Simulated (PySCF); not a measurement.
Start geometry of `[SbH3]` from GFN2-xTB (Å):
```
atom  x, y, z in Å
Sb1    0.0039    0.0070    0.7380
H2    -0.4829    1.2708   -0.2623
H3    -0.8569   -1.0566   -0.2439
H4     1.3460   -0.2165   -0.2547
```

Problem. What comes out of this run: PBE0-D3(BJ)/def2-SVP geometry optimisation, gas phase, def2 core potentials past Kr (PySCF)?

Solution. 
```
atom  x, y, z in Å
Sb1   -0.005    0.018    0.562
H2    -0.508    1.332   -0.420
H3    -0.900   -1.087   -0.398
H4     1.392   -0.217   -0.406
```

The energy falls by 0.034 eV over 5 energy and gradient evaluations, the largest force component goes from 0.0107 to 1.4e-05 Eh/bohr, and the atoms move by 0.048 Å rms after alignment. Among the bonds, Sb1–H2, Sb1–H3 and Sb1–H4 change most and about equally (+0.031 to +0.032 Å). Bonds longer at the end by more than 0.005 Å: 3 of 3; shorter: 0. Among the angles that change most is H3–Sb1–H4, from 88.8° to 91.2°. Rotational constants go from 90228, 88650, 88635 to 87095, 87063, 83478 MHz. The orientation of the end geometry is arbitrary; only internal coordinates are fixed.

The run used 41 basis functions and 26 SCF cycles in all.

Not checked by PBE0-D3(BJ)/def2-SVP frequencies.
